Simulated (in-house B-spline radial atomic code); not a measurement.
How numerical settings move a run on Ag²⁺, [Kr] 4d9. Computed with a B-spline radial code for spherical atoms: scalar-relativistic (X2C) LDA PW92, spin-polarised, spherical fractional occupations, Fermi nucleus of rms radius 4.5454 fm.

Command:
```bash
python run_scf.py task.json out
```
Settings of the sound reference run:
```
Z                47
electrons        45
configuration    [Kr] 4d9
hamiltonian      x2c
method           lda,pw
spin_polarised   True
nucleus          fermi
rms_radius       4.5454
mass_number      107
atomic_mass      106.9051
speed_of_light   137.036
knot_spacing     0.22
spline_order     8
gauss_points     12
box_radius       22.22
max_iterations   70
damping          0.5
damped_steps     3
diis_vectors     10
tolerance        1e-08
start            Thomas-Fermi
```

Run time, properties included: 0.19 s on 1 thread of AMD EPYC 9R45 96-Core Processor, on a shared host.

It converges in 10 iterations to -5308.848088 hartree, with 4d down at -28.7969 eV. The other runs change the listed settings, some to values that make no sense; their results aren't properties of the atom or ion. Radii are in bohr (the nuclear one in fm), a minus after a letter asks for a j subshell, and «unchanged» means within 1e-8 hartree. The run stops when the residual is below 10 × tolerance × max(1, Z/10), or a noise floor if that is larger, and the energy moves by less than 1e-8 × √|E| hartree; so very loose and very tight tolerances often act alike.

```tsv
changed settings	outcome
knot_spacing = 0.3	converged in 10 iterations, energy +1.02e-05 hartree from the reference, 4d down level +2.3e-06 eV
knot_spacing = 2, spline_order = 7, max_iterations = 100, damping = 0, damped_steps = 8	converged in 10 iterations, energy +3.44e+02 hartree from the reference, 4d down level -2.7e+01 eV (the program warns: 4d down reaches the box edge; 2s up reaches the box edge)
spline_order = 6	converged in 10 iterations, energy +4.54e-06 hartree from the reference
max_iterations = 5	not converged after 5 iterations, last residual 1.1e-02, last energy +1.05e-03 hartree from the reference
knot_spacing = 0.55	converged in 10 iterations, energy +1.95e-01 hartree from the reference, 4d down level -7.6e-03 eV
hamiltonian = dirac, method = revtpss,revtpss, spin_polarised = False	stopped with error: meta-GGAs are not served with the Dirac Hamiltonian
spline_order = 7	converged in 10 iterations, energy +1.90e-07 hartree from the reference
knot_spacing = 0.75	converged in 10 iterations, energy +9.97e+00 hartree from the reference, 4d down level -7.2e-01 eV (the program warns: 3s up reaches the box edge; 3s down reaches the box edge)
knot_spacing = 1	converged in 9 iterations, energy +2.35e+01 hartree from the reference, 4d down level -2.9e-01 eV (the program warns: 2s up reaches the box edge; 2s down reaches the box edge)
box_radius = 88.88, max_iterations = 12, damping = 0.2, tolerance = 1e-06	converged in 10 iterations, energy +5.93e-07 hartree from the reference, 4d down level -2.4e-04 eV
spline_order = 4	converged in 10 iterations, energy +2.62e-03 hartree from the reference, 4d down level -1.9e-04 eV
knot_spacing = 0.15	converged in 9 iterations, energy +1.36e-06 hartree from the reference, 4d down level +1.9e-05 eV
knot_spacing = 2	converged in 8 iterations, energy +2.61e+02 hartree from the reference, 4d down level -1.7e+01 eV (the program warns: 4d down reaches the box edge; 2s up reaches the box edge)
electrons = 46, configuration = [Kr] 4d9 1f1, max_iterations = 100	stopped with error: there is no 1f shell
first_knot = 0.00638, max_iterations = 60, damped_steps = 8, tolerance = 1e-13	converged in 16 iterations, energy -5.76e-02 hartree from the reference, 4d down level +4.8e-05 eV
knot_spacing = 0.4	converged in 10 iterations, energy +1.33e-03 hartree from the reference, 4d down level +4.1e-05 eV
max_iterations = 12	converged in 10 iterations, energy unchanged
max_iterations = 2	not converged after 2 iterations, last residual 4.9e-01, last energy +6.93e+00 hartree from the reference
```

**Question.** What happens with spline_order = 3?

**Answer.** Converged in 10 iterations, energy +1.49e-01 hartree from the reference, 4d down level -8.7e-03 eV.

**Question.** What happens with knot_spacing = 0.1?

**Answer.** Converged in 9 iterations, energy unchanged, 4d down level +1.9e-05 eV.

**Question.** What happens with spline_order = 5?

**Answer.** Converged in 10 iterations, energy +8.47e-05 hartree from the reference, 4d down level -5.3e-06 eV.

**Question.** What happens with box_radius = 11.11, first_knot = 0.0638, max_iterations = 2?

**Answer.** Not converged after 2 iterations, last residual 4.6e-01, last energy +1.10e+01 hartree from the reference.
